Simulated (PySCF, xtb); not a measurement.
B(F)2(OSiH3) (BF₂H₃OSi), SMILES O([SiH3])B(F)F. Other conformers were not sampled.

Harmonic wavenumbers (cm⁻¹) from xtb with GFN2-xTB at its own minimum, in rising order: 56, 84, 100, 361, 433, 545, 598, 634, 653, 738, 768, 811, 1002, 1248, 1491, 2267, 2290, 2299.

Task: What does PySCF with r2SCAN-D4/def2-SVP give at its own minimum? (An estimate is asked for; the answer gives what the named calculation found.)

Result: 67, 102, 103, 405, 497, 675, 701, 732, 755, 947, 948, 973, 1012, 1425, 1501, 2245, 2251, 2275. Paired by order, the mean absolute difference is 78 cm⁻¹ and the zero-point energies are 23.4 and 25.2 kcal/mol.
